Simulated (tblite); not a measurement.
Problem. Give a GFN2-xTB geometry of InChI=1S/C2H9FO2Si3/c3-2(8-4)1-7-5-6/h1,4H,7-8H2,6H3/b2-1-.

Solution. 
```
atom  x, y, z in Å
O1     0.7188    0.9355   -1.6238
Si2    1.9495    0.7552   -0.5940
C3     1.7973   -0.8359    0.4389
F4     2.9882   -1.1750    1.0235
C5     0.7674   -1.6420    0.6804
Si6   -0.9891   -1.4834    0.0478
O7    -1.4548    0.0838   -0.0169
Si8   -2.0557    1.4179    0.6983
H9    -0.1781    0.7793   -1.3248
H10    2.0444    1.8614    0.3650
H11    3.1095    0.6300   -1.4656
H12    0.9646   -2.5095    1.3027
H13   -1.1584   -1.9204   -1.3375
H14   -1.8866   -2.1696    0.9780
H15   -3.0479    1.0181    1.6927
H16   -2.6468    2.1519   -0.4171
H17   -0.9293    2.1147    1.3158
```

Orientation and origin are arbitrary. Atoms count from 1 in this order. The 2 C–Si bonds span 1.874 Å (C5–Si6, drawn single) to 1.903 Å (Si2–C3, drawn single), a spread of 0.029 Å. Si8 (oxygen-bound silicon) is distorted tetrahedral (angles from 103.0° to 113.3°). H9 on O1 lies 1.96 Å from O7, 6 bonds away (angle at H 151°; Bondi radii sum to 2.72 Å): the geometry of an intramolecular hydrogen bond. The 3 O–Si bonds span 1.615 Å (O1–Si2, drawn single) to 1.636 Å (Si6–O7, drawn single), a spread of 0.021 Å.

Bonds between heavy atoms (Å): O1–Si2 1.615, Si2–C3 1.903, C3–F4 1.369, C3=C5 1.330, C5–Si6 1.874, Si6–O7 1.636, O7–Si8 1.629.

The geometry is computed with GFN2-xTB (gas phase).

Point group: C1 (no symmetry element, even within 0.4 Å). Its lowest GFN2-xTB frequency is 16i cm⁻¹, too small to tell a flat minimum from a shallow saddle. One conformer, not necessarily the lowest (H–O1–Si2–C3 45°, O1–Si2–C3–F4 163°, C3–C5–Si6–O7 -37°, C5–Si6–O7–Si8 -84°). 3 starts were optimised and ended at 0.00, 1.98 and 4.43 kcal/mol (GFN2-xTB); the lowest of these is shown.
